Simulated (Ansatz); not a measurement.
Frontier orbitals of CH₄AlFS, SMILES `FC[S][AlH2]`.

Total charge 0; spin multiplicity 1. The geometry is a stationary point of PBE0-D4/def2-TZVP. It is one conformer, not always the lowest. Basis def2-TZVPP, Ansatz 0.2.0.

| functional | HOMO (eV) | LUMO (eV) |
| --- | --- | --- |
| r2SCAN | -6.05 | -1.47 |

Question: Give HOMO and LUMO (eV) with LDA (SPW92), PBE, revPBE, BLYP, B97M-V, PBE0, B3LYP, r2SCANh, r2SCAN0, HSE06 (plane-wave form), BHLYP, CAM-B3LYP, LC-ωPBE, ωB97X-V, ωB97M-V, HF. (Best estimate.)

Answer: Ansatz gave: 
```csv
functional,HOMO,LUMO
LDA (SPW92),-5.87,-2.13
PBE,-5.78,-1.85
revPBE,-5.75,-1.73
BLYP,-5.63,-1.71
B97M-V,-6.18,-1.61
PBE0,-7.00,-0.93
B3LYP,-6.76,-1.15
r2SCANh,-6.50,-1.15
r2SCAN0,-7.17,-0.70
HSE06 (plane-wave form),-6.60,-1.30
BHLYP,-8.09,-0.04
CAM-B3LYP,-8.31,0.05
LC-ωPBE,-9.71,1.20
ωB97X-V,-9.35,1.07
ωB97M-V,-9.17,0.77
HF,-9.82,2.08
```

B3LYP here is the variant with VWN-RPA as its local correlation; programs differ in this. LC-ωPBE has ω = 0.4 bohr⁻¹. Positive LUMOs are unbound and depend on the basis.
